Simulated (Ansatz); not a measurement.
`CCB(F)Cl` and `CCB(F)S` differ in one atom or group.

Ansatz, PBE0-D4/def2-TZVP geometries, multiplicity 1. Each molecule was computed in one conformer, which needn't be the lowest.

```json
{"property": "HOMO energy (B3LYP/def2-TZVPP) / eV", "`CCB(F)Cl`": "-8.74"}
{"property": "size of the dipole moment (PBE/def2-TZVPP) / D", "`CCB(F)Cl`": "1.58"}
{"property": "ideal-gas entropy at 298 K and 1 bar (rigid rotor, harmonic PBE0-D4/def2-TZVP) / J/(mol·K)", "`CCB(F)Cl`": "336"}
{"property": "HOMO energy (PBE0/def2-TZVPP) / eV", "`CCB(F)Cl`": "-8.99"}
{"property": "zero-point energy (PBE0-D4/def2-TZVP) / kJ/mol", "`CCB(F)Cl`": "192.9"}
{"property": "size of the dipole moment (B3LYP/def2-TZVPP) / D", "`CCB(F)Cl`": "1.64"}
```

**Question.** Give the same properties after the change, and the shifts. (Estimate.)

**Answer.** Computed: 
```tsv
property	`CCB(F)S`	shift
HOMO energy (B3LYP/def2-TZVPP) / eV	-7.78	0.96
size of the dipole moment (PBE/def2-TZVPP) / D	0.40	-1.18
ideal-gas entropy at 298 K and 1 bar (rigid rotor, harmonic PBE0-D4/def2-TZVP) / J/(mol·K)	343	7
HOMO energy (PBE0/def2-TZVPP) / eV	-8.03	0.96
zero-point energy (PBE0-D4/def2-TZVP) / kJ/mol	216.2	23.3
size of the dipole moment (B3LYP/def2-TZVPP) / D	0.45	-1.19
```

With PBE0 the HOMO rises by 0.96 eV and the LUMO rises by 0.22 eV, so the gap narrows by about 0.74 eV. PBE moves the HOMO by 0.76 eV and ωB97M-V by 1.05 eV. The zero-point energy changes by 23.3 kJ/mol with +3 modes. Dipoles are sizes alone; their direction can turn. Modes under 60 cm⁻¹, often nearly free rotors, make the harmonic entropy too high.

B3LYP here is the variant with VWN-RPA as its local correlation; programs differ in this.
